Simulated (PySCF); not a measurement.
Simulated C 1s region for `CC(C)[Si](C)(C)C(C)C` (Si(iPr)2Me2), binding energy against the vacuum level.

Every computed line was given a Gaussian of 0.4 eV full width at half maximum and an area set by the number of equivalent atoms; the highest printed point is 100. Level of theory: delta-SCF UKS SCAN, pcX-2 on the ionised atom, pcseg-1 elsewhere, spin-free X2C in PySCF 2.14.0.

binding energy (eV), intensity and a bar:
```
    289.1          1 
    289.2          3 #
    289.3         12 ###
    289.4         34 ##########
    289.5         68 ####################
    289.6         97 #############################
    289.7         99 ##############################
    289.8         73 ######################
    289.9         47 ##############
    290.0         44 #############
    290.1         69 #####################
    290.2         97 #############################
    290.3        100 ##############################
    290.4         74 ######################
    290.5         38 ###########
    290.6         14 ####
    290.7          4 #
    290.8          1
```

Count the maxima, the lines and the sites behind this envelope.

The curve has 2 maxima (at 289.7 and 290.3 eV). Under it lie 3 lines from 3 inequivalent carbon sites. At this width some lines have no maximum of their own.

Decompose the envelope and assign each component. Bonds: Si1–C2, Si1–C12, Si1–C22, Si1–C26, C2–C3, C2–C4, C12–C13, C12–C14. Hydrogens: H5 on C2; H6, H7, H8 on C3; H9, H10, H11 on C4; H15 on C12; H16, H17, H18 on C13; H19, H20, H21 on C14; H23, H24, H25 on C22; H27, H28, H29 on C26.

```
position (eV)  relative area  line          atoms                     environment
       289.63              2  C 1s         C2/C12  carbon bonded to 2 C, Si and H
       289.68              2  C 1s        C22/C26     carbon bonded to Si and 3 H
       290.26              4  C 1s  C3/C4/C13/C14      carbon bonded to C and 3 H
```

What are the centre and the root-mean-square width of the whole band?

The area-weighted mean of the lines is 289.96 eV. Their own spread about it is 0.30 eV (rms) and each Gaussian has σ = 0.4/2.355 = 0.17 eV; the variances add, which gives 0.35 eV.

Lowest listed C 1s: C2/C12, bonded to 2 C, H and Si. Highest, 0.63 eV above it: C3/C4/C13/C14, bonded to C and 3 H. The values 289.63 and 289.68 eV lie too close for their order to be trusted.

The curve has no shake-up lines and no vibrational structure. Topologically equivalent atoms share the value of their first member; where this conformer doesn't relate them by symmetry, their own values could differ. Isolated species at its PBE0-D3(BJ)/def2-SVP geometry (one conformer only).
